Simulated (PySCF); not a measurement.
PySCF input for Nb(S)(F)(NH2)2 (FH4N2NbS), SMILES [NH2][Nb]([F])(=[S])[NH2], multiplicity 1, TDA-PBE/def2-SVPD. Geometry optimised at r2SCAN-D4/def2-SVP. The multiplicity is an assumed one; no other spin state was optimised. The structure was generated by enumeration; whether it is a known compound was not checked. The def2 effective core potentials stand for the cores of Nb; spin–orbit coupling is left out. One conformer was computed; it need not be the lowest.

```python
import numpy as np
from pyscf import gto, scf, dft, tdscf

mol = gto.M(
    atom='''
    Nb   -0.18941723   -0.03005131    0.00000000
    S     1.96894753   -0.01902283   -0.00000000
    F    -0.94474052   -1.75594955    0.00000001
    N    -0.80355051    0.89729426   -1.61632040
    H    -1.78162272    1.10231552   -1.82349970
    H    -0.21071843    1.28663213   -2.34763632
    N    -0.80355051    0.89729428    1.61632039
    H    -0.21071841    1.28663216    2.34763631
    H    -1.78162271    1.10231555    1.82349968
    ''',
    basis='def2-SVPD',
    ecp={'Nb': 'def2-svp'},
    charge=0,
    spin=0,
    symmetry=True,
    max_memory=1600,
    verbose=4,
)
mf = dft.RKS(mol, xc='pbe').density_fit(auxbasis='def2-universal-jkfit')
mf.grids.level = 3
mf.conv_tol = 1e-9
mf.max_cycle = 100
mf.kernel()
mf.grids = dft.Grids(mol).set(level=1).build(with_non0tab=True)  # coarser grid for the response kernel
td = tdscf.TDA(mf)
td.singlet = True
td.nstates = 10
td.conv_tol = 1e-4
td.positive_eig_threshold = 1e-6
td.kernel(x0=td.get_init_guess(mf, 15))
td.analyze()
tt = tdscf.TDA(mf)
tt.singlet = False
tt.nstates = 4
tt.conv_tol = 1e-4
tt.positive_eig_threshold = 1e-6
tt.kernel(x0=tt.get_init_guess(mf, 9))
tt.analyze(verbose=3)
```

Log of the run:

```
PySCF version 2.14.0

[INPUT] verbose = 4
[INPUT] num. atoms = 9
[INPUT] num. electrons = 56
[INPUT] charge = 0
[INPUT] spin (= nelec alpha-beta = 2S) = 0
[INPUT] symmetry True subgroup None
[INPUT] Mole.unit = angstrom
[INPUT] Symbol           X                Y                Z      unit          X                Y                Z       unit  Magmom
[INPUT]  1 Nb    -0.189417230000  -0.030051310000   0.000000000000 AA   -0.357946687974  -0.056788745584   0.000000000000 Bohr   0.0
[INPUT]  2 S      1.968947530000  -0.019022830000   0.000000000000 AA    3.720771585339  -0.035947938814   0.000000000000 Bohr   0.0
[INPUT]  3 F     -0.944740520000  -1.755949550000   0.000000010000 AA   -1.785300841579  -3.318263738053   0.000000018897 Bohr   0.0
[INPUT]  4 N     -0.803550510000   0.897294260000  -1.616320400000 AA   -1.518490391155   1.695640404544  -3.054402885547 Bohr   0.0
[INPUT]  5 H     -1.781622720000   1.102315520000  -1.823499700000 AA   -3.366778998103   2.083074435658  -3.445915021227 Bohr   0.0
[INPUT]  6 H     -0.210718430000   1.286632130000  -2.347636320000 AA   -0.398200122098   2.431382348766  -4.436389684882 Bohr   0.0
[INPUT]  7 N     -0.803550510000   0.897294280000   1.616320390000 AA   -1.518490391155   1.695640442339   3.054402866650 Bohr   0.0
[INPUT]  8 H     -0.210718410000   1.286632160000   2.347636310000 AA   -0.398200084304   2.431382405458   4.436389665985 Bohr   0.0
[INPUT]  9 H     -1.781622710000   1.102315550000   1.823499680000 AA   -3.366778979205   2.083074492349   3.445914983432 Bohr   0.0

nuclear repulsion = 264.194802076115
point group symmetry = Cs
symmetry origin: [-8.99869655e-10  4.49934786e-09 -2.24967362e-10]
symmetry axis x: [ 1.00000000e+00 -2.59802796e-09  2.26335222e-09]
symmetry axis y: [-2.59802798e-09 -1.00000000e+00  1.01313855e-08]
symmetry axis z: [-2.26335219e-09  1.01313856e-08  1.00000000e+00]
num. orbitals of irrep A' = 94
num. orbitals of irrep A" = 62
number of shells = 64
number of NR pGTOs = 238
number of NR cGTOs = 156
basis = def2-SVPD
ecp = {'Nb': 'def2-svp'}


******** <class 'pyscf.df.df_jk.DFSymAdaptedRKS'> ********
method = DFSymAdaptedRKS
initial guess = minao
damping factor = 0
level_shift factor = 0
DIIS = <class 'pyscf.scf.diis.CDIIS'>
diis_start_cycle = 1
diis_space = 8
diis_damp = 0
SCF conv_tol = 1e-09
SCF conv_tol_grad = None
SCF max_cycles = 100
direct_scf = False
XC library pyscf.dft.libxc version 7.1.2
    S. Lehtola, C. Steigemann, M. J. T. Oliveira, and M. A. L. Marques,  SoftwareX 7, 1–5 (2018)
XC functionals = pbe
    J. P. Perdew, K. Burke, and M. Ernzerhof,  Phys. Rev. Lett. 77, 3865 (1996)
    J. P. Perdew, K. Burke, and M. Ernzerhof,  Phys. Rev. Lett. 78, 1396 (1997)
    J. P. Perdew, K. Burke, and M. Ernzerhof,  Phys. Rev. Lett. 77, 3865 (1996)
    J. P. Perdew, K. Burke, and M. Ernzerhof,  Phys. Rev. Lett. 78, 1396 (1997)
radial grids:
    Treutler-Ahlrichs [JCP 102, 346 (1995); DOI:10.1063/1.469408] (M4) radial grids

becke partition: Becke, JCP 88, 2547 (1988); DOI:10.1063/1.454033
pruning grids: <function nwchem_prune>
grids dens level: 3
symmetrized grids: True
atomic radii adjust function: <function treutler_atomic_radii_adjust>
small_rho_cutoff = 0
Freeze 0 electrons in irreps []
    56 free electrons in irreps A' A"
Set gradient conv threshold to 3.16228e-05
Initial guess from minao.
tot grids = 122616
init E= -659.518340728683
HOMO (A") = -0.553304570774768  LUMO (A") = -0.485880964033396  gap/eV = 1.83469
cycle= 1 E= -660.451007808776  delta_E= -0.933  |g|=  4.7  |ddm|= 7.18
HOMO (A') = -0.00723813713502347  LUMO (A") = 0.0318302133678117  gap/eV = 1.06310
cycle= 2 E= -601.400738118371  delta_E= 59.1  |g|= 9.56  |ddm|= 62.2
HOMO (A') = -0.201130943730296  LUMO (A') = -0.164334849503072  gap/eV = 1.00127
cycle= 3 E= -664.240537108964  delta_E= -62.8  |g|= 3.02  |ddm|= 62.2
HOMO (A") = -0.169709847331549  LUMO (A") = -0.158766228573413  gap/eV = 0.29779
cycle= 4 E= -660.001494105691  delta_E= 4.24  |g|=  5.5  |ddm|= 6.14
HOMO (A") = -0.207846654775312  LUMO (A") = -0.0917423146413472  gap/eV = 3.15936
cycle= 5 E= -666.321920453487  delta_E= -6.32  |g|= 0.817  |ddm|= 4.01
HOMO (A") = -0.279761304636382  LUMO (A") = -0.138128644782376  gap/eV = 3.85402
cycle= 6 E= -666.218718661527  delta_E= 0.103  |g|= 1.13  |ddm|= 1.86
HOMO (A") = -0.232405762223526  LUMO (A") = -0.115203423940694  gap/eV = 3.18924
cycle= 7 E= -666.465553895667  delta_E= -0.247  |g|= 0.322  |ddm|= 0.922
HOMO (A') = -0.234451756149107  LUMO (A") = -0.10029953862159  gap/eV = 3.65047
cycle= 8 E= -666.494338289835  delta_E= -0.0288  |g|= 0.175  |ddm|= 0.536
HOMO (A') = -0.238186200308119  LUMO (A") = -0.100526094613359  gap/eV = 3.74592
cycle= 9 E= -666.500859419548  delta_E= -0.00652  |g|= 0.0295  |ddm|= 0.149
HOMO (A') = -0.236145332476163  LUMO (A") = -0.0974431497264581  gap/eV = 3.77428
cycle= 10 E= -666.501030370416  delta_E= -0.000171  |g|= 0.0163  |ddm|= 0.0428
HOMO (A') = -0.237934378288663  LUMO (A") = -0.0986498434796093  gap/eV = 3.79013
cycle= 11 E= -666.501106606519  delta_E= -7.62e-05  |g|= 0.0032  |ddm|= 0.0224
HOMO (A') = -0.23797620756181  LUMO (A") = -0.0988557750769785  gap/eV = 3.78566
cycle= 12 E= -666.501109145323  delta_E= -2.54e-06  |g|= 0.000339  |ddm|= 0.00426
HOMO (A') = -0.237940713874748  LUMO (A") = -0.0988262798817026  gap/eV = 3.78550
cycle= 13 E= -666.501109176211  delta_E= -3.09e-08  |g|= 0.00018  |ddm|= 0.000705
HOMO (A') = -0.237943039800456  LUMO (A") = -0.0988320746963458  gap/eV = 3.78540
cycle= 14 E= -666.501109185452  delta_E= -9.24e-09  |g|= 4.83e-05  |ddm|= 0.000245
HOMO (A') = -0.237944393690302  LUMO (A") = -0.0988312005008134  gap/eV = 3.78546
cycle= 15 E= -666.501109186238  delta_E= -7.86e-10  |g|= 7.41e-06  |ddm|= 7.21e-05
HOMO (A') = -0.237943410776061  LUMO (A") = -0.0988322822172032  gap/eV = 3.78541
Extra cycle  E= -666.501109185953  delta_E= 2.85e-10  |g|= 3.16e-05  |ddm|= 4.26e-05
converged SCF energy = -666.501109185953
tot grids = 39920
Overwritten attributes  positive_eig_threshold  of <class 'pyscf.tdscf.rks.TDA'>


******** <class 'pyscf.tdscf.rks.TDA'> for <class 'pyscf.df.df_jk.DFSymAdaptedRKS'> ********
nstates = 10 singlet
deg_eia_thresh = 1.000e-03
wfnsym = None
conv_tol = 0.0001
eigh lindep = 1e-12
eigh level_shift = 0
eigh max_cycle = 100


Excitation energies (eV)
[3.86179496 4.05392994 4.23490473 4.33558787 4.5049408  4.76791374
 4.82170223 4.90178409 4.99801942 5.11687001]

** Singlet excitation energies and oscillator strengths **
Excited State   1:   A"      3.86179 eV    321.05 nm  f=0.0002
      27 -> 30        0.18972
      28 -> 29       -0.67547
Excited State   2:   A'      4.05393 eV    305.84 nm  f=0.0065
      26 -> 29       -0.10129
      27 -> 29        0.57313
      28 -> 30       -0.37883
Excited State   3:   A"      4.23490 eV    292.77 nm  f=0.0029
      27 -> 30       -0.66472
      28 -> 29       -0.19549
Excited State   4:   A'      4.33559 eV    285.97 nm  f=0.0120
      25 -> 30       -0.11509
      26 -> 29       -0.53363
      27 -> 29        0.13994
      28 -> 30        0.40598
Excited State   5:   A"      4.50494 eV    275.22 nm  f=0.0065
      24 -> 29        0.28071
      25 -> 29       -0.19860
      26 -> 30       -0.60043
      27 -> 31       -0.11424
Excited State   6:   A'      4.76791 eV    260.04 nm  f=0.0206
      24 -> 30       -0.19930
      25 -> 30       -0.22946
      25 -> 31        0.17684
      26 -> 29        0.35244
      27 -> 29        0.26136
      27 -> 32       -0.13085
      28 -> 30        0.31395
      28 -> 34        0.20982
Excited State   7:   A"      4.82170 eV    257.14 nm  f=0.0032
      25 -> 29        0.59876
      26 -> 30       -0.12600
      26 -> 31        0.12317
      27 -> 31       -0.32052
Excited State   8:   A"      4.90178 eV    252.94 nm  f=0.0011
      24 -> 29       -0.50592
      25 -> 29       -0.24524
      27 -> 31       -0.39861
Excited State   9:   A'      4.99802 eV    248.07 nm  f=0.0079
      25 -> 30        0.24941
      28 -> 31       -0.64692
Excited State  10:   A"      5.11687 eV    242.30 nm  f=0.0409
      24 -> 29        0.31083
      25 -> 29       -0.10947
      26 -> 30        0.23364
      26 -> 31       -0.29881
      26 -> 34       -0.12571
      27 -> 31       -0.45191
      27 -> 34        0.10543

** Transition electric dipole moments (AU) **
state          X           Y           Z        Dip. S.      Osc.
  1        -0.0000      0.0000     -0.0489      0.0024      0.0002
  2        -0.1560      0.2025     -0.0000      0.0653      0.0065
  3        -0.0000      0.0000      0.1685      0.0284      0.0029
  4        -0.2425      0.2337     -0.0000      0.1134      0.0120
  5        -0.0000     -0.0000     -0.2424      0.0587      0.0065
  6        -0.3931      0.1487      0.0000      0.1767      0.0206
  7        -0.0000     -0.0000     -0.1651      0.0272      0.0032
  8        -0.0000     -0.0000      0.0950      0.0090      0.0011
  9        -0.0259      0.2522     -0.0000      0.0643      0.0079
 10         0.0000      0.0000      0.5713      0.3264      0.0409

WARN: ECP detected. Skipping calculation of transition velocity and magnetic dipole moments, which have not yet been implemented.



******** <class 'pyscf.tdscf.rks.TDA'> for <class 'pyscf.df.df_jk.DFSymAdaptedRKS'> ********
nstates = 4 triplet
deg_eia_thresh = 1.000e-03
wfnsym = None
conv_tol = 0.0001
eigh lindep = 1e-12
eigh level_shift = 0
eigh max_cycle = 100


Excitation energies (eV)
[3.40132349 3.55213566 3.6661699  3.83264499]

** Triplet excitation energies and oscillator strengths **
Excited State   1:   A'      3.40132 eV    364.52 nm  f=0.0000
Excited State   2:   A"      3.55214 eV    349.04 nm  f=0.0000
Excited State   3:   A'      3.66617 eV    338.18 nm  f=0.0000
Excited State   4:   A'      3.83264 eV    323.50 nm  f=0.0000
```

Self-consistency was reached.
